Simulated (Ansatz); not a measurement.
Coupled-cluster diagnostics for V(H2O)2OCl2 (VCl2O3H4), Ansatz.

Geometry of the doublet (PBE0-D4/def2-SVP):

Cartesian coordinates in Å:
```
V -0.198 -0.028 0.018
O 0.598 -1.564 1.124
H 0.468 -2.470 0.815
H 0.499 -1.506 2.083
O -0.059 1.639 -1.173
H -0.372 2.483 -0.824
H -0.307 1.533 -2.101
O -1.719 -0.240 0.157
Cl 0.555 -1.158 -1.807
Cl 0.535 1.309 1.707
```

Correlated methods freeze 18 core orbitals; core or outer-core shells of V are correlated, in sets that lack core-valence functions. No other spin state of charge 0 was run.

**Question.** Estimate the CCSD(T) correlation energy, the shares of MP2 and (T), T1 and the reference's ⟨S²⟩ for: charge 0, doublet, own geometry in def2-SVP; charge 1, singlet, vertical in def2-SVP; and the rough time on 4 threads of Intel Xeon 6975P-C on a shared host.

**Answer.** 
```tsv
state	basis	correlation (eV)	MP2 share (%)	(T) share (%)	T1	⟨S²⟩ (pure)	wall time	remarks
charge 0, doublet, own geometry	def2-SVP	-34.970	94.2	4.0	0.033	0.96 (0.75)	44 s	spin-contaminated (⟨S²⟩ 0.96)
charge 1, singlet, vertical	def2-SVP	-37.929	100.3	6.0	0.035	0.00 (0.00)	13 s	restricted SCF unstable
```
Customary marks for T1 are 0.02 (closed shells), 0.045 (open shells) and about 0.05 (3d metals). T1 exceeds 0.02 in 2 of 2 rows and 0.045 in 0; the higher it lies, the less the single-reference result can be trusted.
